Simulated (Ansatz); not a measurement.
Consider the substitution at a C–B bond: `CB[SiH](F)F` + `NBCBr` → `CNBCBr` + `B[SiH](F)F`.

Calculated with Ansatz (gas phase, PBE0-D4/def2-TZVP geometries, no zero-point term in ΔE). CCSD(T)/CBS adds triple-zeta CCSD(T) − MP2 to the extrapolated MP2 energy (def2 sets, frozen cores). Functionals use def2-TZVPP. For Br outer-core shells are correlated without core-valence functions, which leaves a few kJ/mol of doubt a bond. Scalar relativity is left out up to krypton. Each species was taken in one conformer, which may not be the lowest.

```csv
level,ΔE (kJ/mol),difference from CCSD(T)/CBS
PBE-D4,103.9,8.2
ωB97M-V,101.1,5.4
r2SCAN,105.9,10.2
PBE0,103.2,7.5
HF/def2-TZVPP,85.8,-9.9
MP2/def2-TZVPP,95.9,0.2
SCS-MP2/def2-TZVPP,89.5,-6.2
CCSD/def2-TZVPP,91.7,-4.0
CCSD(T)/def2-TZVPP,92.3,-3.4
MP2/def2-QZVPP,97.7,2.0
CCSD(T)/CBS,95.7,0
```

Largest T1 diagnostic among the species: 0.012.

In def2-TZVPP, CCSD(T) changes the Hartree–Fock value by +6.6 kJ/mol (the triples alone add +0.6 kJ/mol) and MP2 by +10.1 kJ/mol.
